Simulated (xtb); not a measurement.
H$_{6}$Si$_{2}$, charge +1, doublet, geometry from GFN2-xTB (a state made from the parent by changing its charge; the spin is typed, not shown lowest).

The xtb input:
```
$ xtb mol.xyz --gfn 2 --chrg 1 --uhf 1 --json

# file mol.xyz
8

Si    -1.33666426     0.12731246    -0.01906279
Si     1.33666426    -0.12731246     0.01906279
H     -1.68020055    -0.85431230    -1.03882243
H     -1.46232753     1.53042532    -0.38919402
H     -1.65392012    -0.21926859     1.35961207
H      1.46232753    -1.53042532     0.38919402
H      1.68020055     0.85431230     1.03882243
H      1.65392012     0.21926859    -1.35961207
```

**Question.** What does this run give for the total energy, partial charges in atom order?

**Answer.** 
| Property | Result |
|---|---|
| total energy | -6.042053 Ha |
| partial charges in atom order | Si1 0.48, Si2 0.48, H3 0.01, H4 0.01, H5 0.01, H6 0.01, H7 0.01, H8 0.01 |
